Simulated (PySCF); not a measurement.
**Ionisation energy of Lu²⁺ by level of theory**

Lu²⁺ [Xe] 4f14 6s1 [6s1/2^1, M_J = 1/2] → Lu³⁺ [Xe] 4f14, as a difference of total energies. All numbers are calculated (PySCF 2.14, the two-component X2C-1e Hamiltonian, in x2c-TZVPPall-2c). Correlated levels: [Ar] 3d10 frozen; the 18 highest virtual spinors dropped. "Screened" scales the spin-orbit matrix elements by Boettger's factors to mimic the two-electron term; Breit and QED terms are absent.

| method | ionisation energy (eV) |
| --- | --- |
| GHF (spin-free) | 19.959 |
| GMP2 (spin-free) | 20.993 |
| GHF (screened spin-orbit) | 19.964 |
| GMP2 (screened spin-orbit) | 20.996 |

Q: How much does correlation contribute at GMP2 (screened spin-orbit)?

A: 20.996 − (19.964) = 1.032 eV, measured against GHF (screened spin-orbit).

Errors of the correlated levels include the incompleteness of this basis and the frozen core.

For comparison: 20.959 eV (measured; NIST Atomic Spectra Database, ionization energies).
